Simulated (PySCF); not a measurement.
NMR data sheet: C₄H₁₁BO₂

```yaml
Formula: C4H11BO2
SMILES: CCCOB(C)O
Point_group_of_the_computed_structure: C1
Carbon_signals: 4
Proton_signals: 5
```

Bonds (- single, = double, # triple, : aromatic): C1-C2, C2-C3, C3-O4, O4-B5, B5-C6, B5-O7. C1 carries H8, H9, H10; C2 carries H11, H12; C3 carries H13, H14; C6 carries H15, H16, H17; O7 carries H18.

Theory: J couplings at B3LYP/pcJ-1 (spin–dipole term only in couplings to heteroatoms), σ from GIAO-PBE0/pcSseg-1, PBE0-D3(BJ)/def2-SVP geometry, in PySCF 2.14.0 with density-fitted response routines (one conformer, fast rotation and ring inversion assumed for equivalent nuclei, relativity neglected, gas phase).

References, each an isolated molecule treated in the same way: ¹H (σref 31.27) and ¹³C (σref 184.41) against TMS; ¹¹B (σref 100.73) against BF3·OEt2; ¹⁷O (σref 334.56) against H2O.

```tsv
carbon	δC, type	δH (multiplicity, J in Hz)	HMBC from (abs. J ≥ 3 Hz)	span of the C tensor (ppm)
C1	10.9, CH3	0.87 (t, 8.5)	H11/H12	21
C2	27.6, CH2	1.57 (sext, 8.4)	H8/H9/H10	29
C3	68.9, CH2	3.40 (t, 8.3)	H11/H12, H8/H9/H10	74
C6	-4.0, CH3	0.28 (s)	–	11
```

Other nuclei:
| atoms | nucleus | environment | δ (ppm) | σ (ppm) |
| --- | --- | --- | --- | --- |
| H18 | ¹H | hydrogen on an oxygen bonded to B | 3.64 | 27.63 |
| B5 | ¹¹B | boron bonded to C, 2 O | 31.1 | 69.6 |
| O4 | ¹⁷O | oxygen bonded to C, B | 137.7 | 196.9 |
| O7 | ¹⁷O | oxygen bonded to B, H | 128.6 | 205.9 |

Selected couplings (Hz, signed; the shortest-range and largest first, 30 at most; isotopes ¹³C, ¹H, ¹¹B): ¹J(C3,H13) 143.8, ¹J(C2,H11) 133.1, ¹J(C1,H8) 131.9, ¹J(C6,H15) 125.1, ¹J(B5,C6) 73.7, ¹J(C2,C3) 41.6, ¹J(C1,C2) 36.8, ²J(B5,H15) -5.9, ²J(C1,C3) 3.0, ³J(H8,H11) 8.5, ³J(H11,H13) 8.3, ³J(C2,B5) 4.1, ³J(C3,C6) 2.7.

1. δC 68.9: sp3 CH2 bonded to O; the inductive effect lowers its shielding.
2. δC 27.6: sp3 CH2; a saturated carbon with 2 carbon neighbours and no heteroatom attached.
3. δC 10.9: methyl carbon; saturated and bonded to C and H only.
4. δH 3.64: hydrogen on an oxygen bonded to B; labile proton, position sensitive to the medium.
5. δH 0.87: hydrogen on a methyl carbon; far from electronegative atoms and π systems.
6. The protons at 0.87 and 1.57 share a coupling of 8.5 Hz (vicinal).
7. The protons at 1.57 and 3.40 share a coupling of 8.3 Hz (vicinal).

OH and NH positions are those of a molecule without intermolecular hydrogen bonds; in solution they move with solvent, concentration and temperature, and exchange usually removes their couplings. A carbon bonded to boron is broadened by the quadrupolar boron nucleus and is often missing from a measured spectrum. Multiplet labels drop couplings under 1 Hz and merge nearly equal ones. Unscaled 3J(H,H) at this level run about 10 % above measured values. Shifts are as computed. Against solution values, carbons near 30 ppm lie about +2 ppm off and those near 130 ppm about +5 ppm. Of 1313 compounds with measured shifts, 239 miss one by over three times the rms of a fit or turn the order of signals round; such compounds aren't used in these exercises. Experimental scales use liquid or dissolved standards, which lie at an offset from isolated H2O (liquid H2O: subtract about 36 ppm). Vicinal H,H couplings across rotating CH2–CH2 and CH–CH2 bonds are estimated from the computed gauche and anti values for equal rotamer populations, (2 J gauche + J anti)/3.
